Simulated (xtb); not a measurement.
S$_{8}$, triplet, at the geometry of the source list (a higher spin typed on purpose: for a closed-shell molecule this is an excited state); GFN0-xTB (xtb).

The xtb input:
```
$ xtb mol.xyz --gfn 0 --chrg 0 --uhf 2 --json

# file mol.xyz
8

S      1.75900000    -1.78430000     0.07990000
S      1.53220000    -0.05360000     1.13450000
S      1.91110000     1.62190000     0.03530000
S      0.12080000     2.06780000    -0.96920000
S     -1.36750000     1.78240000     0.41160000
S     -2.37000000     0.10280000    -0.23390000
S     -1.52050000    -1.64200000     0.45650000
S     -0.06520000    -2.09500000    -0.91460000
```

Question: What does xtb print? Leave out banner, timings and long lists.

Answer: 
```
   ID    Z sym.   atoms
    1   16 S      1-8

           -------------------------------------------------
          |                Calculation Setup                |
           -------------------------------------------------

           -------------------------------------------------
          |                 G F N 0 - x T B                 |
           -------------------------------------------------

          ...................................................
          :                      SETUP                      :
          :.................................................:
          :  # basis functions                  80          :
          :  # atomic orbitals                  72          :
          :  # shells                           24          :
          :  # electrons                        48          :
          :  electronic temp.          300.0000000     K    :
          :  accuracy                    1.0000000          :
          :  -> integral cutoff          0.2500000E+02      :
          :  -> integral neglect         0.1000000E-07      :
          ...................................................

         :::::::::::::::::::::::::::::::::::::::::::::::::::::
         ::                     SUMMARY                     ::
         :::::::::::::::::::::::::::::::::::::::::::::::::::::
         :: total energy             -26.004518018937 Eh    ::
         :: gradient norm              0.049065361088 Eh/a0 ::
         :: HOMO-LUMO gap              0.089237929388 eV    ::
         ::.................................................::
         :: H0 energy                -26.036963967696 Eh    ::
         :: repulsion energy           0.039835899986 Eh    ::
         :: electrostat energy        -0.000001318020 Eh    ::
         :: -> Gsolv                   0.000000000000 Eh    ::
         ::    -> Gsasa                0.000000000000 Eh    ::
         ::    -> Gshift               0.000000000000 Eh    ::
         :: dispersion energy         -0.007388633207 Eh    ::
         :: short-range corr.          0.000000000000 Eh    ::
         :: add. restraining           0.000000000000 Eh    ::
         :: total charge               0.000000000000 e     ::
         :::::::::::::::::::::::::::::::::::::::::::::::::::::

           -------------------------------------------------
          |                Property Printout                |
           -------------------------------------------------

[...]
     1  16 S        1.965    -0.001   138.567    19.847
     2  16 S        1.978     0.001   138.466    19.840
     3  16 S        1.965    -0.001   138.567    19.847
     4  16 S        1.979     0.001   138.477    19.841
     5  16 S        1.967    -0.001   138.571    19.847
     6  16 S        1.988     0.002   138.442    19.838
     7  16 S        1.967    -0.001   138.571    19.847
     8  16 S        1.979     0.001   138.477    19.841

 Mol. C6AA /au·bohr⁶  :       8865.117765
 Mol. C8AA /au·bohr⁸  :     434312.757458
 Mol. α(0) /au        :        158.748470

Wiberg/Mayer (AO) data.
largest (>0.10) Wiberg bond orders for each atom

 ---------------------------------------------------------------------------
     #   Z sym  total        # sym  WBO       # sym  WBO       # sym  WBO
 ---------------------------------------------------------------------------
     1  16 S    2.771 --     2 S    1.230     8 S    1.054     3 S    0.196
                             4 S    0.108     7 S    0.102
     2  16 S    2.698 --     1 S    1.230     3 S    1.230
     3  16 S    2.771 --     2 S    1.230     4 S    1.054     1 S    0.196
                             8 S    0.108     5 S    0.102
     4  16 S    2.754 --     5 S    1.228     3 S    1.054     8 S    0.116
                             1 S    0.108     6 S    0.105
     5  16 S    2.728 --     4 S    1.228     6 S    1.173     7 S    0.117
                             3 S    0.102
     6  16 S    2.645 --     7 S    1.173     5 S    1.173     8 S    0.105
                             4 S    0.105
     7  16 S    2.729 --     8 S    1.228     6 S    1.173     5 S    0.117
                             1 S    0.102
     8  16 S    2.753 --     7 S    1.228     1 S    1.054     4 S    0.116
                             3 S    0.108     6 S    0.105
 ---------------------------------------------------------------------------

Topologies differ in total number of bonds
Writing topology from bond orders to xtbtopo.mol

 dipole moment from electron density (au)
     X       Y       Z
  -0.0674   0.0052   0.0982  total (Debye):    0.303

           -------------------------------------------------
          | TOTAL ENERGY              -26.004518018937 Eh   |
          | GRADIENT NORM               0.049065361088 Eh/α |
          | HOMO-LUMO GAP               0.089237929388 eV   |
           -------------------------------------------------

normal termination of xtb
```
